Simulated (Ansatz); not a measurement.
`C[NH][GeH2][F]` + `[NH2][GeH3]` → `[F][GeH2][NH][GeH3]` + CH₃NH₂ at 500 K and 1 bar (ligand exchange at a Ge–N bond).

Computed with Ansatz on PBE0-D4/def2-TZVP structures; ΔE is electronic, products minus reactants. CCSD(T)/CBS adds triple-zeta CCSD(T) − MP2 to the extrapolated MP2 energy (def2 sets, frozen cores). For Ge outer-core shells are correlated without core-valence functions, which leaves a few kJ/mol of doubt a bond. Scalar relativity is left out up to krypton. One conformer a species, not always the lowest.

```csv
species,CCSD(T)/CBS energy (Eh),H − E (kJ/mol),S (J/(mol·K))
`C[NH][GeH2][F]`,-2272.30685,232.7,389.3
`[NH2][GeH3]`,-2133.81884,158.0,315.9
`[F][GeH2][NH][GeH3]`,-4310.37685,200.2,436.1
CH₃NH₂,-95.75281,191.8,270.3
```

H − E and S are ideal-gas, rigid-rotor, harmonic terms from PBE0-D4/def2-TZVP, for one conformer and one mirror image of each species. 1 Eh = 2625.50 kJ/mol, R = 8.31446 J/(mol·K).

Problem. By hand: ΔE, ΔH, ΔS and ΔG.

Solution. ΔE = (-4310.37685) + (-95.75281) − (-2272.30685) − (-2133.81884) = -0.00397 Eh = -10.4 kJ/mol. Δ(H − E) = 200.2 + 191.8 − 232.7 − 158.0 = 1.3, so ΔH = -9.1 kJ/mol. ΔS = 436.1 + 270.3 − 389.3 − 315.9 = 1.2 J/(mol·K). ΔG = -9.1 − 500 × (1.2)/1000 = -9.7 kJ/mol.

Problem. By hand: the equilibrium constant, and the temperature at which ΔG would vanish if ΔH and ΔS stayed fixed.

Solution. log₁₀ K = −ΔG/(RT ln 10) = 1.0. ΔH and −TΔS have one sign here, so there is no such temperature. One of them is within its doubt of zero, so this could turn.

The number of gas molecules stays the same, so ΔS is small and ΔH decides. A doubt of 5 kJ/mol in ΔE shifts log₁₀ K by 0.5 here. Other conformers and mirror images would add mixing entropy, several J/(mol·K) or more a flexible species. Modes under 60 cm⁻¹, often nearly free rotors, make the harmonic entropy too high. These are equilibria of isolated gas molecules and say nothing of rates. Largest T1 diagnostic: 0.012 (customary marks: 0.02 for closed shells, 0.045 for open ones).
